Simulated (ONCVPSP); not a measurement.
## What one change does to a pseudopotential (neodymium (Nd), ONCV)

- Element: neodymium (Nd)
- Generator: ONCVPSP 4.0.1
- Type: optimised norm-conserving Vanderbilt (ONCV)
- Functional: PBE
- Relativity: scalar-relativistic
- Frozen core: [Kr] 4d10 4f3
- Valence charge: 11
- Reference configuration: 5s2 5p6 5d1 6s2
- Partial waves: 5s+6s: rc 2.05 bohr, ncon 4, nbas 8, qcut 5.3 1/bohr, 2 projectors; 5p: rc 1.70 bohr, ncon 4, nbas 9, qcut 5.7 1/bohr, 1 projector; 5d: rc 3.05 bohr, ncon 4, nbas 9, qcut 6.1 1/bohr, 3 projectors, debl 3.6 Ha
- Local potential: polynomial inside 1.55 bohr (lpopt 4, dvloc0 1 Ha)
- Core correction: Teter function fitted to the true core (icmod 2), fcfact 0.25

Change: d: rc 4.44.

Cutoffs: the cutoffs (Ha) at which the residual kinetic energy of the hardest occupied pseudo-wave falls to 1 and 0.1 mHa per electron; they do not see the model core or the augmentation charge, which bear on the density cutoff. Errors are all-electron minus pseudo energies relative to the spin-unpolarised reference configuration.

What does the change do?

The potential gets neither clearly harder nor softer (15 Ha and 39 Ha → 15 Ha and 39 Ha); the p channel sets the loose cutoff, while the largest relative change is in d, which becomes harder; of the 4 tests that both files solve, the error grows in 3 and shrinks in 1 by more than 15 % and 0.3 meV (median size 10.3 → 32.4 meV); neither file shows a bound ghost.

```csv
quantity,base,changed
"cutoff, loose",15 Ha,15 Ha
"cutoff, tight",39 Ha,39 Ha
loose cutoff by channel,"s 11 Ha, p 15 Ha, d 7.6 Ha","s 11 Ha, p 15 Ha, d 10 Ha"
bound ghosts,none,none
GHOST(+) flags under 300 eV,s at 151.5 eV,"d at 136.4 eV, s at 151.5 eV"
"error for 5s2 5p6 5d1 6s1, meV [ΔE 6.26 eV]",-0.7,-12
"error for 5s2 5p6 5d1 6s0, meV [ΔE 17.70 eV]",+2.7,-50
"error for 5s2 5p6 5d0 6s0, meV [ΔE 37.20 eV]",-47,-351
"error for 5s2 5p6 5d1 6s1 6p1, meV [ΔE 2.59 eV]",+18,+15
s: phases at 2.09 bohr within 0.05 rad from the reference energy up to (Ha; the scan ends near 5),4.8,4.8
p: phases at 1.72 bohr within 0.05 rad from the reference energy up to (Ha; the scan ends near 5),1.8,1.8
"rms error of d²Exc/dni dnj with the model core, mHa",0.40,1.33
```
